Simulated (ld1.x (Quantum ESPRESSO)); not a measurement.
## Transferability test, TM potential for promethium (Pm)

ld1.x (Quantum ESPRESSO) 7.5 input, shortened:

```
&input
   title='Pm', zed=61., rel=1, dft='PBE', iswitch=3,
   config='[Xe] 4f4 5d1 6s1.5 6p0'
 /
 &inputp
   pseudotype=2, tm=.true., lloc=2,
   nlcc=.false.
 /
3
6S  1  0   1.50   0.00  2.85  2.85  0.0
6P  2  1   0.00   0.00  1.90  1.90  0.0
5D  3  2   1.00   0.00  2.25  2.25  0.0
 &test
   configts(1)='5d1 6s1.5 6p0'
 /
```

Energies are relative to the spin-unpolarised reference configuration 5d1 6s1.5 6p0; without spin polarisation the order of configurations can differ from experiment. Not all tests gave a result: 1 of 7 tests not solved or not reliable. Left out of the table: 5d0 6s2 6p1 (solver errors, printed error -1.8 eV). The frozen-core shift is the all-electron ΔE with the core orbitals held at their reference shape minus the fully relaxed ΔE.

Question: Give the all-electron excitation energy and the error of the potential for: 5d1 6s2 6p0; 5d1 6s1 6p0; 5d1 6s0 6p0; 5d0 6s2 6p0; 5d2 6s1 6p0; 5d1.5 6s1.5 6p0.

Answer:

```json
{"valence configuration": "5d1 6s2 6p0", "charge": "0", "ΔE all-electron (eV)": "-2.559", "error AE − PS (meV)": "+0.1", "frozen-core shift (meV)": "+0.4"}
{"valence configuration": "5d1 6s1 6p0", "charge": "+1", "ΔE all-electron (eV)": "3.800", "error AE − PS (meV)": "+1.6", "frozen-core shift (meV)": "+3.3"}
{"valence configuration": "5d1 6s0 6p0", "charge": "+2", "ΔE all-electron (eV)": "15.403", "error AE − PS (meV)": "+194", "frozen-core shift (meV)": "+47"}
{"valence configuration": "5d0 6s2 6p0", "charge": "+1", "ΔE all-electron (eV)": "3.732", "error AE − PS (meV)": "+196", "frozen-core shift (meV)": "+95"}
{"valence configuration": "5d2 6s1 6p0", "charge": "0", "ΔE all-electron (eV)": "-1.264", "error AE − PS (meV)": "+39", "frozen-core shift (meV)": "+41"}
{"valence configuration": "5d1.5 6s1.5 6p0", "charge": "0", "ΔE all-electron (eV)": "-1.959", "error AE − PS (meV)": "+8.5", "frozen-core shift (meV)": "+14"}
```

Levels in the configuration 5d1 6s0 6p0:

| level | all-electron (eV) | pseudo (eV) |
| --- | --- | --- |
| 5d | -15.101 | -14.972 |

Note: ghost states, extra bound levels that the all-electron valence spectrum of the same l lacks: p at -36.6 eV, s at -23.1 eV, p at -4.4 eV. A true bound ghost makes a file unfit for plane-wave use. The 6p radius (1.90 bohr) lies inside the outermost node of the all-electron wave (2.02 bohr), which a nodeless pseudo-wave cannot match soundly.
